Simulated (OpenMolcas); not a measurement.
**Pd4+: moving or changing the point charges**

Pd4+ among 6 point charges of -1 e arranged as a trigonal prism (D3h), 1.83 Å from the ion, with a polar angle of 57.9° against the regular 49.1°.

* Program: OpenMolcas
* Method: CASSCF
* Basis: ANO-RCC-VDZP [6s5p3d1f]
* Scalar Hamiltonian: DKH2, point nucleus
* Active space: 6 electrons in 5 orbitals (4d)
* State averaging: 2S+1 = 5 even, 5 roots; 2S+1 = 3 even, 45 roots; 2S+1 = 1 even, 50 roots
* Spin-orbit coupling: RASSI with atomic mean-field integrals over the reference wave functions

Runs around this geometry, states (labels of D3, the rotations of D3h). Energies in cm-1 above the lowest state or level, χT in cm3 K/mol.

| R (Å) | q (e) | Polar angle / regular | Ground state | First state of that spin | First gap with spin-orbit (degeneracies) | χT at 300 K | First state of another spin |
| --- | --- | --- | --- | --- | --- | --- | --- |
| 1.83 | -0.5 | 1.18 | 5A1 | 5E 1740 | 101.5 (1, 2) | 5.023 | 2S+1 = 3: 21716 |
| 1.65 | -1 | 1.18 | 5A1 | 5E 5479 | 119.6 (1, 2) | 3.990 | 3A2 21941 |
| 1.83 | -1 | 1.18 | 5A1 | 5E 3537 | 124.9 (1, 2) | 4.404 | 3A2 22011 |
| 1.95 | -1 | 1.18 | 5A1 | 5E 2679 | 120.6 (1, 2) | 4.659 | 3E 21970 |
| 1.83 | -1 | 1.27 | 5A1 | 5E 3660 | 131.8 (1, 2) | 4.317 | 3E 22448 |

Taking the first state of the same spin as R^-n, n = -ln(2679 / 5479) / ln(1.95 / 1.65) = 4.3 between the shortest and longest distance.

Scaling the charges by -0.5 / -1 = 0.50 scales the first state of the same spin by 1740 / 3537 = 0.49; with fixed orbitals a first-order splitting would follow the charge.

Without dynamic correlation the repulsion within the d shell is too large (B by tens of per cent), so at a given field states of lower spin stand too high. Point charges give a weaker field than real ligands, and real ions of this kind are as a rule low spin; the high spin found here belongs to the model. The ground term spreads over less than 5000 cm-1, several times less than with real ligands, so orbital moments are less quenched and χT lies further from the spin-only value than at real sites (holds for R = 1.83, q = -0.5, ratio = 1.18; R = 1.83, q = -1, ratio = 1.18; R = 1.95, q = -1, ratio = 1.18). This is an electrostatic model: the charges have no orbitals. A group larger than the point group allows holds several states that coincide in this model. No measured value stands beside these numbers.

A state without a sure symmetry label is named by its multiplicity alone.
